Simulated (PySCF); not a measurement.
## A computed series [M(BH4)2]2+

Computed with PySCF 2.14.0, PBE0, def2-SVP on the ligands, density fitting, scalar-relativistic core potentials, no spin-orbit coupling, vacuum. Each member is relaxed from one template within its symmetry. Distances are means of the shortest metal–ligand contacts, charges and spins Mulliken's; removal energies are rigid, with the ligand's formal charge and no counterpoise, so too large; for an anion taken off a cation in vacuum most of it is the attraction of opposite charges, and multiply charged cations can part far more cheaply with an electron moved from ligand to metal. lcecp potentials hold a fixed number of 4f electrons in the core, out of states, spins and gaps.

| metal | basis on the metal | point group | M–BH4 (Å) | charge on M (e) | removal of one BH4 (eV) | strongest infrared band, degenerate modes summed (cm⁻¹) | unstable modes (below −25 cm⁻¹) |
| --- | --- | --- | --- | --- | --- | --- | --- |
| Ce | lcecp-2-SVP with ECP46 | C2 | 2.075 | 1.74 | 21.52 | 2076 | 0 |
| Nd | lcecp-2-SVP with ECP48 | C2 | 2.057 | 1.60 | 21.91 | 2048 | 0 |
| Tb | lcecp-2-SVP with ECP53 | C2 | 1.999 | 1.34 | 22.62 | 2029 | 0 |
| Dy | lcecp-2-SVP with ECP54 | C2 | 1.991 | 0.59 | 22.74 | 2020 | 0 |
| Hf | def2-SVP with ECP60 | C2 | 1.946 | 1.46 | 23.21 | 2012 | 0 |

(1) A further member has point group C2, M–BH4 (Å) 2.073, charge on M (e) 1.35, removal of one BH4 (eV) 21.73. Which metal is it?

One start shape was tried for each, so a minimum needn't be the lowest isomer. Oxidation states forced by the potential, rare, strongly oxidising or of another configuration in reality: [Pr(BH4)2]2+, [Nd(BH4)2]2+, [Tb(BH4)2]2+, [Dy(BH4)2]2+.

## Answers

(1) Pr, lcecp-2-SVP with ECP47. The answer isn't unique; the calculation gave this one.
